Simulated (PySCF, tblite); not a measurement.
Isomers of C7H6F3OP, one GFN2-xTB conformer each. Single-point energies are computed at PBE0/pcSseg-1 (PySCF, gas phase, no added dispersion term), electronic only.

Question: Rank them by PBE0/pcSseg-1 energy, lowest first (kJ/mol).
A. `[CH2:1]=[CH:2][P:3]([c:4]1[cH:5][cH:6][cH:7][o:8]1)[C:9]([F:10])([F:11])[F:12]` with C1–C2–P3–C4 -29°, C2–P3–C4–C5 -100°
B. `[O:1]=[P:2]1([C:3]([F:4])=[C:5]([F:6])[F:7])[CH:8]=[CH:9][CH2:10][CH:11]=[CH:12]1` with O1–P2–C3–F4 179°, O1–P2–C8–C9 151°, C8–C9–C10–C11 -29°, C9–C10–C11–C12 29°, O1–P2–C12–C11 -151°

Answer: A (0.0), B (38.7).

As drawn, the lower has an aromatic ring, which the higher lacks; the higher has a P=O bond, which the lower lacks. GFN2-xTB itself gives, in the same order: 35.8, 0.0. GFN2-xTB puts O=P1(C(F)=C(F)F)C=CCC=C1 lowest instead.

Question: Which frontier levels, dipoles and rotational constants go with these structures?

Answer: 
```json
{"SMILES": "C=CP(c1ccco1)C(F)(F)F", "HOMO (eV, PBE0/pcSseg-1)": "-6.81", "LUMO (eV)": "-0.71", "dipole (D)": "2.50", "A, B, C (MHz)": "1317, 666.8, 532.7"}
{"SMILES": "O=P1(C(F)=C(F)F)C=CCC=C1", "HOMO (eV, PBE0/pcSseg-1)": "-7.64", "LUMO (eV)": "-1.20", "dipole (D)": "4.96", "A, B, C (MHz)": "1459, 608.8, 523.3"}
```

Question: What happens when harmonic zero-point energies from GFN2-xTB frequencies are added?

Answer: 
| SMILES | ZPE (kJ/mol) | electronic (kJ/mol) | with ZPE (kJ/mol) |
| --- | --- | --- | --- |
| C=CP(c1ccco1)C(F)(F)F | 300.0 | 0.0 | 0.0 |
| O=P1(C(F)=C(F)F)C=CCC=C1 | 301.7 | 38.7 | 40.4 |

The zero-point energies span 1.7 kJ/mol. The order is unchanged.
